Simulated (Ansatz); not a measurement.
Computed with Ansatz on PBE0-D4/def2-TZVP structures; ΔE is electronic, products minus reactants. CCSD(T)/CBS adds triple-zeta CCSD(T) − MP2 to the extrapolated MP2 energy (def2 sets, frozen cores). This one scheme is used for every species. DFT in def2-TZVPP. B3LYP here is the variant with VWN-RPA as its local correlation; programs differ in this. For Ge outer-core shells are correlated without core-valence functions, which leaves a few kJ/mol of doubt a bond. Scalar relativity is left out up to krypton. One conformer a species, not always the lowest.

Reaction (formal exchange of groups at a Ge–C bond): `C[CH2][GeH2][CH3]` + SiH₄ → `C[CH2][GeH2][SiH3]` + CH₄

| level | ΔE (kJ/mol) | difference from CCSD(T)/CBS |
| --- | --- | --- |
| PBE-D4 | -45.5 | -11.3 |
| B3LYP-D4 | -38.3 | -4.1 |
| ωB97M-V | -32.7 | 1.5 |
| PBE | -44.0 | -9.8 |
| r2SCAN | -40.1 | -5.9 |
| PBE0 | -41.2 | -7.0 |
| B3LYP | -35.8 | -1.6 |
| HF/def2-TZVPP | -24.6 | 9.6 |
| MP2/def2-TZVPP | -27.8 | 6.4 |
| SCS-MP2/def2-TZVPP | -25.7 | 8.5 |
| HF/def2-QZVPP | -24.4 | 9.8 |
| MP2/def2-QZVPP | -29.9 | 4.3 |
| SCS-MP2/def2-QZVPP | -27.3 | 6.9 |
| HF/CBS(def2) | -24.4 | 9.8 |
| MP2/CBS(def2) | -31.5 | 2.7 |
| CCSD/CBS(def2) | -33.1 | 1.1 |
| CCSD(T)/CBS | -34.2 | 0 |

Largest T1 diagnostic among the species: 0.011.

In def2-TZVPP, CCSD(T) changes the Hartree–Fock value by −5.9 kJ/mol (the triples alone add −1.1 kJ/mol) and MP2 by −3.2 kJ/mol.
